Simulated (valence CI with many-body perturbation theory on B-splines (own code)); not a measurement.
**Pd V: E2, M1 decay**

Calculated by valence CI with perturbative core correlation (CI+MBPT): six valence electrons over a frozen Dirac-Fock core [Kr], radial functions for each j: 7 s, 7 p, 8 d, 6 f, 4 g, 1 h, with the one-electron correlation potential Σ1 (screened to all orders), the two-electron term Σ2, the three-electron term Σ3, Breit, model QED; selected single and double excitations, second order for the rest, scaled by the run's own slope (own B-spline code, finite nucleus).

No measured spectrum was set against this ion. As an estimate, terms of the open shell hold to 2 to 4 % of their energy, and close levels can change places; different configurations can be misplaced against each other by 1,000 to 8,000 cm⁻¹. Among the levels kept, up to 1100 cm⁻¹ of a level comes from second order outside the variational space, and about a tenth of that is noise between levels of different J, which matters for small intervals. Only levels of the ground parity were solved; by the run's estimate the other parity begins above the list, which can be wrong where configurations are misplaced.

Lines 51 to 100 of 120 in falling wavelength, among levels below 49908 cm⁻¹, chosen from the decays that carry over 1 % of a level's rate. Wavelengths and rates use the calculated energies, so an error of 2000 cm⁻¹ moves a line at 666.8 nm by 13 % and its rate by three times that or more. Electric multipoles are in the length gauge, E1 and E2 with the static RPA response of the core. S is in atomic units (e²a₀⁴ for E2 and M2, e²a₀⁶ for E3), for M1 in squared Bohr magnetons. Weak lines are less certain than strong ones. Lines between different terms over intervals too small for the method are left out, as are lines whose strength nearly cancels. The highest levels of a list are the least certain.

Names give the largest LS component (configuration and term), which can be under half, so a name can repeat, a term be missing and a line seem to break the LS rules; names also repeat where a configuration has a term twice. Letters in brackets count levels of one name in rising energy.

| λ vac (nm) | Upper | Lower | Type | A (s⁻¹) | S (a.u.) |
| --- | --- | --- | --- | --- | --- |
| 666.8 | 4d6 1F_3 | 4d6 3G_4 | M1 | 7.18e-01 | 5.52e-02 |
| 665.5 | 4d6 1D_2 | 4d6 3F_2 [a] | M1 | 2.70e+00 | 1.48e-01 |
| 628.6 | 4d6 1D_2 | 4d6 3F_3 | M1 | 3.70e+00 | 1.70e-01 |
| 619.9 | 4d6 3P_2 | 4d6 5D_1 | M1 | 1.53e+00 | 6.75e-02 |
| 613.6 | 4d6 3P_0 [b] | 4d6 3D_1 | M1 | 1.97e+00 | 1.69e-02 |
| 595.5 | 4d6 3H_4 | 4d6 5D_3 | M1 | 2.97e-01 | 2.09e-02 |
| 574.6 | 4d6 3P_1 [b] | 4d6 3D_3 | E2 | 1.73e-01 | 2.90e+00 |
| 573.1 | 4d6 3P_1 [b] | 4d6 3D_1 | M1 | 1.02e+00 | 2.13e-02 |
| 555.9 | 4d6 3P_2 | 4d6 5D_3 | M1 | 8.91e+00 | 2.84e-01 |
| 550.2 | 4d6 1D_2 | 4d6 3P_2 | M1 | 1.24e+00 | 3.84e-02 |
| 549.9 | 4d6 1F_3 | 4d6 3F_2 [a] | M1 | 7.09e-02 | 3.06e-03 |
| 530.9 | 4d6 3H_4 | 4d6 5D_4 | M1 | 2.45e+00 | 1.22e-01 |
| 530.0 | 4d6 3F_4 [b] | 4d6 3D_3 | M1 | 1.45e+00 | 7.21e-02 |
| 525.3 | 4d6 1F_3 | 4d6 3F_4 [a] | M1 | 1.60e-01 | 6.03e-03 |
| 524.4 | 4d6 1F_3 | 4d6 3F_3 | M1 | 8.63e-02 | 3.23e-03 |
| 524.0 | 4d6 3H_6 | 4d6 5D_4 | E2 | 5.27e-05 | 2.42e-03 |
| 521.8 | 4d6 3F_3 | 4d6 5D_2 | M1 | 8.95e-01 | 3.30e-02 |
| 518.7 | 4d6 3F_2 [a] | 4d6 5D_1 | M1 | 6.12e-01 | 1.58e-02 |
| 513.7 | 4d6 3H_5 | 4d6 5D_4 | M1 | 2.28e-02 | 1.26e-03 |
| 513.7 | 4d6 3H_5 | 4d6 5D_4 | E2 | 6.36e-04 | 2.24e-02 |
| 498.8 | 4d6 3F_2 [a] | 4d6 5D_2 | M1 | 1.66e+00 | 3.82e-02 |
| 493.7 | 4d6 3F_3 | 4d6 5D_3 | M1 | 3.19e+00 | 9.97e-02 |
| 492.9 | 4d6 3F_4 [a] | 4d6 5D_3 | M1 | 7.12e-01 | 2.84e-02 |
| 473.1 | 4d6 3F_2 [a] | 4d6 5D_3 | M1 | 6.17e-01 | 1.21e-02 |
| 471.5 | 4d6 3P_0 [b] | 4d6 3P_1 [a] | M1 | 5.64e+00 | 2.19e-02 |
| 468.7 | 4d6 1F_3 | 4d6 3P_2 | M1 | 1.10e-01 | 2.93e-03 |
| 466.4 | 4d6 3P_1 [a] | 4d6 5D_0 | M1 | 2.97e+00 | 3.35e-02 |
| 456.6 | 4d6 1F_3 | 4d6 3H_5 | E2 | 7.40e-02 | 9.18e-01 |
| 448.4 | 4d6 3F_3 | 4d6 5D_4 | M1 | 8.77e-01 | 2.05e-02 |
| 447.8 | 4d6 3F_4 [a] | 4d6 5D_4 | M1 | 4.81e+00 | 1.44e-01 |
| 447.2 | 4d6 3P_1 [b] | 4d6 3P_1 [a] | E2 | 2.54e-01 | 1.22e+00 |
| 447.2 | 4d6 3P_1 [b] | 4d6 3P_1 [a] | M1 | 2.05e-01 | 2.04e-03 |
| 443.8 | 4d6 1F_3 | 4d6 3H_4 | M1 | 8.32e-01 | 1.89e-02 |
| 442.9 | 4d6 3P_1 [a] | 4d6 5D_2 | M1 | 7.47e+00 | 7.22e-02 |
| 442.2 | 4d6 3P_0 [a] | 4d6 5D_1 | M1 | 1.23e+01 | 3.93e-02 |
| 431.6 | 4d6 3F_4 [b] | 4d6 3G_4 | M1 | 7.10e-01 | 1.91e-02 |
| 420.7 | 4d6 3G_3 | 4d6 5D_2 | M1 | 2.93e-01 | 5.66e-03 |
| 411.1 | 4d6 3G_4 | 4d6 5D_3 | M1 | 2.70e-01 | 6.27e-03 |
| 403.9 | 4d6 3G_5 | 4d6 5D_4 | M1 | 5.58e-02 | 1.50e-03 |
| 403.6 | 4d6 3F_4 [b] | 4d6 3G_5 | M1 | 3.03e+00 | 6.64e-02 |
| 403.6 | 4d6 3F_4 [b] | 4d6 3G_5 | E2 | 7.08e-01 | 6.09e+00 |
| 402.3 | 4d6 3G_3 | 4d6 5D_3 | M1 | 8.93e-01 | 1.51e-02 |
| 382.0 | 4d6 3D_2 | 4d6 5D_1 | M1 | 6.16e-01 | 6.37e-03 |
| 379.5 | 4d6 3D_1 | 4d6 5D_0 | M1 | 9.15e-01 | 5.56e-03 |
| 379.2 | 4d6 3G_4 | 4d6 5D_4 | M1 | 1.16e+00 | 2.11e-02 |
| 374.2 | 4d6 3D_1 | 4d6 5D_1 | M1 | 2.60e+00 | 1.52e-02 |
| 371.9 | 4d6 3P_0 [b] | 4d6 3P_2 | E2 | 1.41e+00 | 8.98e-01 |
| 371.7 | 4d6 3G_3 | 4d6 5D_4 | M1 | 1.43e-01 | 1.91e-03 |
| 371.1 | 4d6 3D_2 | 4d6 5D_2 | M1 | 1.81e+00 | 1.72e-02 |
| 367.5 | 4d6 3F_4 [b] | 4d6 3F_4 [a] | M1 | 1.16e+00 | 1.92e-02 |
